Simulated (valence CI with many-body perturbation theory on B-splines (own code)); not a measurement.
Values are calculated unless marked as measured or tabulated.
Sensitivity of CI+MBPT for B

Method: configuration interaction combined with many-body perturbation theory (CI+MBPT): three valence electrons over a frozen Dirac-Fock core [He], a basis of 6 s, 6 p, 5 d, 3 f, 1 g functions for each j, with the one-electron correlation potential Σ1 (screened to all orders), the two-electron term Σ2, the three-electron term Σ3, Breit, model QED; selected single and double excitations, second order for the rest, scaled by the run's own slope (own B-spline code, finite nucleus).

Set against measurement, 14 paired levels are off by 72 cm⁻¹ on average, the worst by 150.

The reference run has the lowest level 2s2 2p 2P°_1/2 and an ionisation energy of 8.28112 eV. Its largest variational space holds 4966 state functions.

Changed runs:
A. shift of the energy in Σ1 (hartree) 0 → 0.1
B. correlating orbitals by l 3 3 3 2 1 → 6 6 4 3 0
C. correlating orbitals by l 3 3 3 2 1 → 4 4 3 0 0
D. start configuration 2s2 2p1 → 2s2 3p1 (bad on purpose)

Excitation energies of the reference run in cm⁻¹, and shifts in cm⁻¹:

| Level | Reference | A | B | C |
| --- | --- | --- | --- | --- |
| 2s2 2p 2P°_3/2 | 15.1 | 0 | +0.1 | -0.1 |
| 2s 2p2 4P_1/2 | 28870 | -0.8 | -27 | -236 |
| 2s 2p2 4P_3/2 | 28875 | -0.8 | -27 | -236 |
| 2s 2p2 4P_5/2 | 28882 | -0.8 | -27 | -236 |
| 2s2 3s 2S_1/2 | 39936 | +3.5 | -43 | -444 |
| 2s 2p2 2D_5/2 | 48007 | +0.8 | -56 | +503 |
| 2s 2p2 2D_3/2 | 48007 | +0.8 | -56 | +503 |
| 2s2 3p 2P°_1/2 | 48528 | +3.5 | -58 | -435 |
| 2s2 3p 2P°_3/2 | 48530 | +3.5 | -58 | -435 |
| 2s2 3d 2D_3/2 | 54748 | +3.6 | -74 | -256 |
| 2s2 3d 2D_5/2 | 54748 | +3.6 | -74 | -256 |
| 2s2 4s 2S_1/2 | 54869 | +3.7 | -17 | -435 |
| Ionisation energy (eV) | 8.28112 | +0.00049 | -0.00288 | -0.05676 |

Run D: It gave no result: the start configuration must fill the lowest shells above the core. The program said: "3p is not the lowest shell of its kind above the core".
